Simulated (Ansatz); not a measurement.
`CBBO` + `C=N` → `C=NBC` + `BO` at 500 K and 1 bar (cleavage of the B–B bond).

Calculated with Ansatz (gas phase, PBE0-D4/def2-TZVP geometries, no zero-point term in ΔE). CCSD(T)/CBS is the MP2 limit (def2-TZVPP, def2-QZVPP) plus CCSD(T) − MP2 in def2-TZVPP, frozen cores. This one scheme is used for every species. Each species was taken in one conformer, which may not be the lowest.

| species | CCSD(T)/CBS energy (Eh) | H − E (kJ/mol) | S (J/(mol·K)) |
| --- | --- | --- | --- |
| `CBBO` | -166.44324 | 239.4 | 370.0 |
| `C=N` | -94.52360 | 124.2 | 249.5 |
| `C=NBC` | -159.21633 | 247.9 | 352.8 |
| `BO` | -101.80414 | 113.6 | 256.0 |

H − E and S are ideal-gas, rigid-rotor, harmonic terms from PBE0-D4/def2-TZVP, for one conformer and one mirror image of each species. 1 Eh = 2625.50 kJ/mol, R = 8.31446 J/(mol·K).

Q: By hand: ΔE, ΔH, ΔS and ΔG.

A: ΔE = (-159.21633) + (-101.80414) − (-166.44324) − (-94.52360) = -0.05363 Eh = -140.8 kJ/mol. Δ(H − E) = 247.9 + 113.6 − 239.4 − 124.2 = -2.1, so ΔH = -142.9 kJ/mol. ΔS = 352.8 + 256.0 − 370.0 − 249.5 = -10.7 J/(mol·K). ΔG = -142.9 − 500 × (-10.7)/1000 = -137.6 kJ/mol.

Q: By hand: the equilibrium constant, and the temperature at which ΔG would vanish if ΔH and ΔS stayed fixed.

A: log₁₀ K = −ΔG/(RT ln 10) = 14.4. ΔG = 0 at ΔH/ΔS = 13355 K, far beyond where these terms or the molecules hold.

The number of gas molecules stays the same, so ΔS is small and ΔH decides. A doubt of 5 kJ/mol in ΔE shifts log₁₀ K by 0.5 here. Other conformers and mirror images would add mixing entropy, several J/(mol·K) or more a flexible species. These are equilibria of isolated gas molecules and say nothing of rates. Largest T1 diagnostic: 0.014 (customary marks: 0.02 for closed shells, 0.045 for open ones).
